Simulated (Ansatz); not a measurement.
```yaml
atoms:
  - { symbol: C, position_ang: [0.0000, -0.2774, -1.3727] }
  - { symbol: C, position_ang: [0.0000, 0.6258, 0.0000] }
  - { symbol: C, position_ang: [0.0000, -0.2774, 1.3727] }
  - { symbol: H, position_ang: [0.0000, 0.4028, -2.3480] }
  - { symbol: H, position_ang: [0.9586, -0.9815, -1.4265] }
  - { symbol: H, position_ang: [-0.9586, -0.9815, -1.4265] }
  - { symbol: H, position_ang: [-0.9495, 1.3469, 0.0000] }
  - { symbol: H, position_ang: [0.9495, 1.3469, 0.0000] }
  - { symbol: H, position_ang: [0.0000, 0.4028, 2.3480] }
  - { symbol: H, position_ang: [-0.9586, -0.9815, 1.4265] }
  - { symbol: H, position_ang: [0.9586, -0.9815, 1.4265] }
```

Basis set: def2-TZVP (spherical functions). Frozen core: 3 orbitals. Charge 0, multiplicity 1.

Computed with Ansatz (development build ahead of 0.2.0); each method stands on the lowest determinant of its kind that the runs found. Restricted open shells among the atoms or ions are ROHF, correlated in semicanonical orbitals with singles.

Q: Give the atomization energy at this shape (free ground-state atoms in the same class of orbitals less the molecule, no zero-point energy) of singlet C3H8 by RHF-MP2, RHF.

A:

| method | atomization energy |
| --- | --- |
| RHF-MP2 | 40.82 eV |
| RHF | 32.20 eV |

Caution: no unrestricted run beside it, a lower state can exist; the shape is not the minimum.
